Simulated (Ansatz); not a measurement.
A geometry relaxed with B3LYP-D3(BJ)/def2-SVP run with Ansatz (a program for electronic structure), charge 0, multiplicity 1:

```xyz
29

H      0.8588     1.9584     1.2446
H     -0.2606    -0.7395     3.0136
H     -1.8324     0.7076     1.5053
C      0.6679    -1.3712     1.1284
H     -0.6768    -2.0780    -3.2067
H      2.9735     0.6530     0.6752
C      0.1025    -0.5680    -1.8073
H      1.1601    -0.7878    -2.0390
C      2.5396     1.3926    -0.0177
H      2.7461     1.0361    -1.0402
H      1.1222    -1.8297     3.2329
H     -2.5228     1.0541    -1.4994
H      3.0985     2.3333     0.1182
H     -2.3618    -0.5898     0.4427
H      1.6715    -1.6565     0.7643
H      0.0381    -2.2681     0.9891
C     -1.8053     0.3648     0.4554
C      1.0349     1.5744     0.2235
H     -0.1685     0.2879    -2.4517
H      1.3892    -0.1324     2.7886
Si     0.0000     0.0000     0.0000
H     -3.5439     1.5744    -0.1444
C     -0.7729    -1.7814    -2.1491
H     -1.9810     2.3630    -0.4343
H      0.6341     2.3483    -0.4554
C     -2.5005     1.3908    -0.4499
C      0.7337    -1.0020     2.6167
H     -1.8399    -1.5747    -1.9644
H     -0.5045    -2.6596    -1.5391
```

### Question
Write the SMILES of this molecule.

### Answer
`CC[Si](CC)(CC)CC`
